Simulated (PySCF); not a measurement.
C3H9AlClFS.
SMILES with atom numbers: `[CH3:1][S@@+:2]([CH2:3][F:4])[AlH2-:5][CH2:6][Cl:7]` (hydrogens: H8, H9, H10 on C1; H11, H12 on C3; H13, H14 on Al5; H15, H16 on C6)

A GFN2-xTB structure was refined with PBE0-D3(BJ)/def2-SVP geometry optimisation, gas phase in PySCF 2.14.0. Its GFN2-xTB values:

```csv
coordinate,GFN2-xTB
C1–S2,1.813 Å
C1–H8,1.090 Å
S2–C3,1.815 Å
S2–Al5,2.509 Å
C3–F4,1.356 Å
C3–H11,1.096 Å
C3–H12,1.091 Å
Al5–C6,2.019 Å
Al5–H13,1.564 Å
Al5–H14,1.569 Å
C6–Cl7,1.843 Å
C6–H15,1.093 Å
C6–H16,1.093 Å
C1–S2–C3,100.2°
C1–S2–Al5,94.8°
S2–C3–F4,110.7°
S2–Al5–C6,98.6°
C3–S2–Al5,86.3°
Al5–C6–Cl7,71.1°
C1–S2–C3–F4,-56°
C1–S2–Al5–C6,76°
S2–Al5–C6–Cl7,173°
```

Task: How do these coordinates change at the PBE0-D3(BJ)/def2-SVP level?

Result: 
```tsv
coordinate	PBE0-D3(BJ)/def2-SVP (Å or °)	change
Al5–C6	1.980	-0.039
Al5–H13	1.598	+0.034
Al5–H14	1.603	+0.034
C6–Cl7	1.822	-0.021
S2–Al5	2.524	+0.015
C3–H12	1.101	+0.010
C1–H8	1.099	+0.009
C6–H15	1.100	+0.007
C6–H16	1.100	+0.007
C1–S2	1.807	-0.006
C3–H11	1.102	+0.006
C3–F4	1.355	-0.001
S2–C3	1.814	-0.001
Al5–C6–Cl7	98.2	+27.1
C3–S2–Al5	96.9	+10.6
C1–S2–Al5	102.2	+7.4
S2–Al5–C6	102.8	+4.2
C1–S2–C3	99.8	-0.4
S2–C3–F4	110.6	-0.1
S2–Al5–C6–Cl7	-178	+9
C1–S2–C3–F4	-64	-8
C1–S2–Al5–C6	82	+6
```

The energy falls by 13.7 kcal/mol over 14 energy and gradient evaluations, the largest force component goes from 0.0338 to 4.0e-04 Eh/bohr, and the atoms move by 0.361 Å rms after alignment. The bond that changes most is Al5–C6 (ends: aluminium bonded to C, S and 2 H; sp3 C–Cl carbon), which shortens by 0.039 Å. Bonds longer at the end by more than 0.005 Å: 10 of 15; shorter: 3. Among the dihedrals that turn most is H14–Al5–C6–H15, from 7° to 39°. Rotational constants go from 3406, 614.7, 564.3 to 4015, 488.5, 461.0 MHz.

The run used 155 basis functions and 93 SCF cycles in all.

Not checked by PBE0-D3(BJ)/def2-SVP frequencies. One conformer, not necessarily the lowest.
